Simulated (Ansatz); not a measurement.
```yaml
crystal:
  periodic: [false, false, false]
  atoms:
    - {symbol: C, position_ang: [0.137462, 1.750926, 0.599980]}
    - {symbol: B, position_ang: [-0.803045, 0.694004, 0.047884]}
    - {symbol: C, position_ang: [-0.782419, -1.012463, -0.208057]}
    - {symbol: C, position_ang: [0.543527, -1.200871, -0.315468]}
    - {symbol: H, position_ang: [0.650077, 2.017699, -0.447662]}
    - {symbol: H, position_ang: [-0.586263, 2.701291, 1.250218]}
    - {symbol: H, position_ang: [0.855045, 1.299172, 1.114831]}
    - {symbol: H, position_ang: [-1.452447, -0.807374, -1.283814]}
    - {symbol: H, position_ang: [-1.469418, -1.028638, 0.363264]}
    - {symbol: H, position_ang: [1.105406, -1.214272, 0.483148]}
    - {symbol: H, position_ang: [0.960014, -0.864271, -0.883310]}
    - {symbol: H, position_ang: [0.187848, -1.980941, -0.569692]}
basis:
  gaussian: {orbitals: pcseg-2}
magnetization: {spin_polarized: true, initial_magnetization: 1}
hamiltonian: {xc: {name: BLYP}}
```

```sh
$ ansatz run in.yaml --threads 2 --pin off --events-out ev --progress --plain --max-ram 32768MiB --backend cpu
```

Shortened log:

```
Functional definition: BLYP
1074 factors; their error is unknown
mean field evaluation 1: about -3875.8914 eV, gradient 7.9e1 eV
mean field evaluation 2: about -3794.0728 eV, gradient 1.3e2 eV
mean field evaluation 4: about -3901.9479 eV, gradient 2.2e1 eV
mean field evaluation 8: about -3904.3867 eV, gradient 1.1e-1 eV
mean field evaluation 16: about -3904.3223 eV, gradient 7.5e-3 eV
mean field -3904.32228213 eV, -143.4811974237 hartree, gradient 2.1e-5 eV, S^2 0.752046; 3 other end points of the search recorded, 0 dependent functions left out
reference -3904.32268018 eV, -143.4812120518 hartree; 16, 15 occupied and 216, 217 virtual orbitals, 1074 factors
Total energy: -3904.32268018 eV, -143.4812120518 hartree
```

It took 10 s on 2 threads of a server CPU on a shared host, with 0.52 GiB of host memory at the peak.
